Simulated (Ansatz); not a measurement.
`C[SiH](F)PN` → C• + F• + 7 H• + N• + P• + Si•  (atomization)

Computed with Ansatz on PBE0-D4/def2-TZVP structures; ΔE is electronic, products minus reactants. CBS: MP2 limit from def2 TZ/QZ plus the TZ coupled-cluster correction, frozen cores. This one scheme is used for every species, atoms too. DFT in def2-TZVPP. No spin–orbit coupling; open shells (•) take unrestricted orbitals. Spin–orbit coupling would lower the free atoms: a little for C, F, Si. Each species was taken in one conformer, which may not be the lowest.

Question: What is ΔE at CCSD(T)/CBS? (An estimate is asked.)

Answer: Computed: +4172.5 kJ/mol.

Question: What do these levels give: PBE-D4, ωB97X-V, ωB97M-V, B2PLYP, PBE, r2SCAN, PBE0, MP2/def2-TZVPP, HF/def2-QZVPP, MP2/def2-QZVPP, MP2/CBS(def2), CCSD/CBS(def2)? (Best estimate.)

Answer: Computed: PBE-D4 4224.7, ωB97X-V 4207.9, ωB97M-V 4198.1, B2PLYP 4121.0, PBE 4198.3, r2SCAN 4156.1, PBE0 4132.6, MP2/def2-TZVPP 4075.6, HF/def2-QZVPP 2987.0, MP2/def2-QZVPP 4154.8, MP2/CBS(def2) 4207.9, CCSD/CBS(def2) 4116.2 kJ/mol.

Largest T1 diagnostic among the species: 0.012.

The D4 term adds +42.7 kJ/mol with B3LYP and +22.4 kJ/mol with PBE0; it sums over pairs of atoms, weighted by their polarisabilities, and B3LYP, whose exchange is more repulsive, gets the larger term. In def2-TZVPP, CCSD(T) changes the Hartree–Fock value by +1062.8 kJ/mol (the triples alone add +56.3 kJ/mol) and MP2 by +1098.2 kJ/mol; breaking electron pairs costs correlation energy, which Hartree–Fock lacks. From PBE to PBE0 (25 % exact exchange), in def2-TZVPP and without D4, ΔE moves by −65.7 kJ/mol: exact exchange takes away binding that semilocal exchange gives to molecules.

B3LYP here is the variant with VWN-RPA as its local correlation; programs differ in this.

For atomizations the MP2-based limit and the directly extrapolated one differ by several kJ/mol either way, and by 10 to 25 for some Ge, Se and Sn compounds, so smaller differences from it don't rank the levels.
